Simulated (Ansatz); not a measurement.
Gas-phase electronic energies from Ansatz, PBE0-D4/def2-TZVP geometries. CBS: MP2 limit from def2 TZ/QZ plus the TZ coupled-cluster correction, frozen cores. DFT in def2-TZVPP. B3LYP here is the variant with VWN-RPA as its local correlation; programs differ in this. One conformer a species, not always the lowest.

Reaction (isomerisation): `C[SiH](O)O[SiH](O)O` → `C[SiH](O)[Si](O)(O)O`

| level | ΔE (kJ/mol) | difference from CCSD(T)/CBS |
| --- | --- | --- |
| B3LYP-D4 | 153.7 | -5.2 |
| ωB97M-V | 160.0 | 1.1 |
| B2PLYP | 160.7 | 1.8 |
| B3LYP | 154.8 | -4.1 |
| HF/def2-TZVPP | 184.6 | 25.7 |
| MP2/def2-TZVPP | 165.5 | 6.6 |
| SCS-MP2/def2-TZVPP | 167.9 | 9.0 |
| CCSD(T)/def2-TZVPP | 160.1 | 1.2 |
| HF/def2-QZVPP | 187.2 | 28.3 |
| MP2/CBS(def2) | 164.3 | 5.4 |
| CCSD(T)/CBS | 158.9 | 0 |

Largest T1 diagnostic among the species: 0.012.

From PBE to PBE0 (25 % exact exchange), in def2-TZVPP and without D4, ΔE moves by +12.5 kJ/mol. In def2-TZVPP, CCSD(T) changes the Hartree–Fock value by −24.5 kJ/mol (the triples alone add −3.7 kJ/mol) and MP2 by −19.1 kJ/mol.
